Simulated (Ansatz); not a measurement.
The inner images of a band of AlBrClFH2 (6 atoms, charge 0, multiplicity 1) are given out of order.

Method: RHF/def2-SVP (Ansatz 0.2.0).

First end point:

```xyz
6
Properties=species:S:1:pos:R:3
Al -0.029 0.132 -0.039
F -0.075 0.526 1.570
H 1.337 0.005 -0.772
Cl -1.838 0.308 -1.092
Br -0.202 -2.656 1.023
H -0.280 -2.042 2.293
```

Last end point:

```xyz
6
Properties=species:S:1:pos:R:3
Al -0.039 -0.540 -0.171
F -0.143 -0.051 1.830
H 1.338 0.083 -0.544
Cl -1.832 0.335 -0.858
Br -0.145 -2.779 0.348
H -0.268 -0.775 2.379
```

Question: Put them in order from the first end to the last, with their energies above the first end.
A.
```xyz
6
Properties=species:S:1:pos:R:3
Al -0.050 -0.233 -0.023
F -0.142 0.014 1.743
H 1.356 0.021 -0.628
Cl -1.848 0.281 -0.970
Br -0.202 -2.593 0.993
H -0.202 -1.217 1.868
```
B.
```xyz
6
Properties=species:S:1:pos:R:3
Al -0.049 -0.480 -0.139
F -0.152 -0.053 1.834
H 1.337 0.082 -0.566
Cl -1.837 0.335 -0.897
Br -0.169 -2.700 0.574
H -0.217 -0.910 2.178
```
C.
```xyz
6
Properties=species:S:1:pos:R:3
Al -0.053 -0.376 -0.082
F -0.150 -0.066 1.814
H 1.346 0.061 -0.599
Cl -1.846 0.312 -0.934
Br -0.185 -2.637 0.806
H -0.200 -1.021 1.978
```
D.
```xyz
6
Properties=species:S:1:pos:R:3
Al -0.042 -0.071 0.004
F -0.120 0.197 1.672
H 1.358 -0.002 -0.660
Cl -1.851 0.279 -0.996
Br -0.215 -2.628 1.033
H -0.219 -1.501 1.931
```
E.
```xyz
6
Properties=species:S:1:pos:R:3
Al -0.034 0.056 -0.015
F -0.099 0.358 1.622
H 1.350 -0.001 -0.719
Cl -1.845 0.295 -1.046
Br -0.216 -2.671 1.028
H -0.244 -1.763 2.113
```

Answer: E (+3.8 kJ/mol), D (+23.5 kJ/mol), A (+62.0 kJ/mol), C (+18.6 kJ/mol), B (-6.0 kJ/mol).

Run time: 57 s on 1 thread of Intel(R) Xeon(R) 6975P-C (Granite Rapids), with other jobs on the host, peak memory 0.2 GiB.
